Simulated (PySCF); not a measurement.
fluoro(fluorosilyloxy)silane (F2H4OSi2), SMILES F[SiH2]O[SiH2]F.

The structure is a stationary point at PBE0-D3(BJ)/def2-SVP. Other conformers were not sampled.

Calculation: PySCF with M06-2X/def2-TZVP.

Gas-phase values at a fixed geometry.

The total energy is -856.53873 hartree, the point group comes out as C2 and the highest occupied level is -10.73 eV. The lowest empty level is 1.03 eV and the orbital gap is 11.76 eV. The dipole moment comes out as 1.79 D. The quadrupole, principal values (traceless, Buckingham form, about the centre of nuclear charge) is -4.54, -2.60, 7.14 D·Å. The mean static polarisability is 47.7 bohr³ (7.06 Å³). The polarisability, principal values is 44.3, 45.0, 53.7 bohr³.
